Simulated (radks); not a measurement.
All-electron atom: the xenon ion Xe+ in [Kr] 4d10 5s1.5 5p5.5 (fractional occupations, a model configuration).

Calculated with a radial shooting solver on a logarithmic mesh with Libxc functionals: Dirac Kohn-Sham, PBE, spin-unpolarised, spherical densities, finite nucleus; open shells fill j = l - 1/2 first; Fermi nuclear charge, rms radius 4.7859 fm.

Energy parts (eV):
| part | energy |
|---|---|
| total | -202706.607 |
| kinetic | 215339.486 |
| electron-nucleus | -492337.046 |
| Hartree | 79375.762 |
| exchange-correlation | -5084.809 |

Orbitals (lengths in bohr, moments of r in powers of bohr; r(90%) holds 90 % of the orbital's charge):
orbital  occ.  eigenvalue (eV)   <1/r>  r(90%)  small-component weight
1s1/2       2        -34355.05   58.11  0.0480                3.96e-02
2s1/2       2        -5353.949   13.59   0.177                8.50e-03
2p1/2       2        -5030.844   13.57   0.158                8.53e-03
2p3/2       4        -4706.215   12.47   0.166                8.08e-03
3s1/2       2        -1103.689   4.859   0.450                2.54e-03
3p1/2       2        -969.3693   4.770   0.445                2.48e-03
3p3/2       4        -907.7096   4.499   0.462                2.36e-03
3d3/2       4        -671.3453   4.355   0.438                2.24e-03
3d5/2       6        -658.3147   4.286   0.443                2.20e-03
4s1/2       2        -207.9285   1.967    1.03                7.38e-04
4p1/2       2        -160.3697   1.859    1.09                6.75e-04
4p3/2       4        -148.0702   1.771    1.13                6.36e-04
4d3/2       4         -71.1311   1.528    1.32                4.95e-04
4d5/2       6         -69.1415   1.506    1.34                4.85e-04
5s1/2     1.5         -29.3796  0.7208    2.64                1.38e-04
5p1/2       2         -18.2324  0.6138    3.12                1.01e-04
5p3/2     3.5         -16.8344  0.5847    3.26                9.33e-05

The highest occupied level is 5p3/2 at -16.834 eV. Summed over all electrons, <r^2> = 51.24 bohr^2, which gives a Langevin (diamagnetic) susceptibility term of -40.6 x 10^-6 cm^3/mol.
